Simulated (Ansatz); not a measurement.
Pulling on the Se1–H2 bond in SeH (multiplicity 2 held). Energies count from the point at 1.475 Å.


Restricted levels (R-, RO-) in cc, def2 and unpolarised 6-31G sets keep to the state of the molecule at rest. Unrestricted levels (U-) break spin symmetry where that is lower. Curves can end on different states.

Cores are frozen in the correlated methods. Filled d and f shells under p-block atoms count as core.

Programs: Ansatz (a program for electronic structure). Values without a source in brackets are computed.

**Question.** One of these levels gives 59.99 kcal/mol for the energy at R = 5.900 Å. Name it.
A) RO-MP2/cc-pVDZ
B) RO-SCS-MP2/cc-pVDZ
C) U-CCSD/cc-pVDZ

**Answer.** A, RO-MP2/cc-pVDZ. The others give 34.98 (RO-SCS-MP2/cc-pVDZ), 70.22 (U-CCSD/cc-pVDZ)

Doubts at one or more of the structures used: a restricted determinant that unrestricted orbitals would lower (RO-MP2/cc-pVDZ, RO-SCS-MP2/cc-pVDZ); a spin-contaminated determinant (U-CCSD/cc-pVDZ).
